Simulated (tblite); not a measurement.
Isomers of C8H13ClO. Computed with GFN2-xTB (tblite): harmonic, unscaled wavenumbers at the GFN2-xTB geometry, gas phase. The method is semi-empirical: single wavenumbers can be off by several per cent or more. One conformer each.

Electronic energies: GFN2-xTB at the same geometries; isomer energies are rough at this level and their order can be wrong.

```
                       SMILES  electronic energy, lowest = 0 (kJ/mol)
CC(C)[C@@]1(C)C[C@@H]1C(=O)Cl                                     0.0
 CC[C@@]1(C)C[C@@]1(C)C(=O)Cl                                     5.9
 C=C[C@@H](C(=O)Cl)[C@H](C)CC                                    54.6
    C=C[C@@]1(Cl)CC[C@@H]1COC                                   114.2
```

Problem. How do GFN2-xTB zero-point energies change the relative energies?

Solution. 
```json
{"SMILES": "CC(C)[C@@]1(C)C[C@@H]1C(=O)Cl", "ZPE (kJ/mol)": "504.4", "of it from modes above 1550 cm⁻¹": "247.7", "electronic (kJ/mol)": "0.0", "with ZPE, lowest = 0 (kJ/mol)": "0.0", "lowest mode (cm⁻¹)": "39", "rings": "1"}
{"SMILES": "CC[C@@]1(C)C[C@@]1(C)C(=O)Cl", "ZPE (kJ/mol)": "503.8", "of it from modes above 1550 cm⁻¹": "247.4", "electronic (kJ/mol)": "5.9", "with ZPE, lowest = 0 (kJ/mol)": "5.4", "lowest mode (cm⁻¹)": "42", "rings": "1"}
{"SMILES": "C=C[C@@H](C(=O)Cl)[C@H](C)CC", "ZPE (kJ/mol)": "501.4", "of it from modes above 1550 cm⁻¹": "256.8", "electronic (kJ/mol)": "54.6", "with ZPE, lowest = 0 (kJ/mol)": "51.6", "lowest mode (cm⁻¹)": "34", "rings": "0"}
{"SMILES": "C=C[C@@]1(Cl)CC[C@@H]1COC", "ZPE (kJ/mol)": "500.5", "of it from modes above 1550 cm⁻¹": "242.9", "electronic (kJ/mol)": "114.2", "with ZPE, lowest = 0 (kJ/mol)": "110.3", "lowest mode (cm⁻¹)": "34", "rings": "1"}
```

The zero-point energies span 3.9 kJ/mol, from `C=C[C@@]1(Cl)CC[C@@H]1COC` to `CC(C)[C@@]1(C)C[C@@H]1C(=O)Cl`. The order is unchanged.

Problem. What do entropy and thermal enthalpy add at 298.15 K and 1 bar (rigid rotor, harmonic oscillator, one conformer each)?

Solution. 
```
                       SMILES  point group  symmetry number  S (J/(mol K))  H − H(0) (kJ/mol)  ZPE + H − H(0) − TS (kJ/mol)
CC(C)[C@@]1(C)C[C@@H]1C(=O)Cl           C1                1          448.1              33.33                         404.1
 CC[C@@]1(C)C[C@@]1(C)C(=O)Cl           C1                1          446.1              33.54                         404.4
 C=C[C@@H](C(=O)Cl)[C@H](C)CC           C1                1          461.3              34.58                         398.4
    C=C[C@@]1(Cl)CC[C@@H]1COC           C1                1          453.0              33.02                         398.5
```
